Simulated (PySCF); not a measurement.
B(Cl)(GeH3)2 (BClGe₂H₆), SMILES [B](Cl)([GeH3])[GeH3]. Atoms are numbered in the order given.

```xyz
10

B     -0.3923    -0.2244     0.0005
Cl    -1.9218    -1.0895    -0.0061
Ge    -0.2459     1.5379    -1.0916
H      0.1970     1.1782    -2.5306
H     -1.5890     2.2929    -1.1851
H      0.8238     2.4874    -0.5085
Ge     1.1945    -1.0003     1.0948
H      1.2095    -0.3072     2.4790
H      1.0835    -2.5223     1.3246
H      2.5497    -0.6916     0.4201
```

Coordinates come from a B3LYP-D3(BJ)/def2-SVP optimisation. This is a generated structure with no PubChem entry under its InChIKey; it may be hypothetical.

The numbers are results of B3LYP/pcSseg-1 in PySCF, not measurements.

GIAO shieldings, no solvent; atoms listed in one row are averaged. δ = σ(ref) − σ: ¹¹B against BF3 (σ = 86.3 ppm); ³⁵Cl against HCl (σ = 933.3 ppm); ⁷³Ge against GeH4 (σ = 1631.8 ppm); ¹H against TMS (σ = 31.68 ppm), references at their B3LYP-D3(BJ)/def2-TZVP geometries, non-relativistic (without spin–orbit terms, shifts of atoms bonded to Cl or Br come out too high).

```
nucleus                    atoms  count  δ (ppm)
-------  -----------------------  -----  -------
¹¹B                           B1      1    123.3
³⁵Cl                         Cl2      1    547.9
⁷³Ge                         Ge7      1     20.6
⁷³Ge                         Ge3      1     16.9
¹H       H4, H5, H6, H8, H9, H10      6     4.13
```
